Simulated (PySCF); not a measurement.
O3Zr, SMILES [O]=[Zr]1[O][O]1, multiplicity 1. Coordinates come from a B3LYP-D3(BJ)/def2-TZVP optimisation. The multiplicity is an assumed one; other spin states were not compared. The def2 effective core potentials stand for the cores of Zr; spin–orbit coupling is left out.

These are B3LYP-D3(BJ)/def2-TZVP (PySCF) values and carry that method's errors.

Harmonic wavenumbers (cm⁻¹): 191, 221, 596, 599, 864, 930. Rotational constants (GHz): 11.82, 3.922, 3.717; symmetry number 1.

Problem. Work out the zero-point energy and the ideal-gas rigid-rotor harmonic-oscillator thermochemistry at 298.15 K and 1 atm.

Solution. ZPE = ½ Σ hcν = ½ × 3402 cm⁻¹ = 4.86 kcal/mol. H − E(el) = 8.20 kcal/mol. Entropy in cal/(mol K): translation 40.70, rotation 25.04, vibration 5.36, total 71.10. G − E(el) = -13.00 kcal/mol. Cp = 14.69 cal/(mol K).
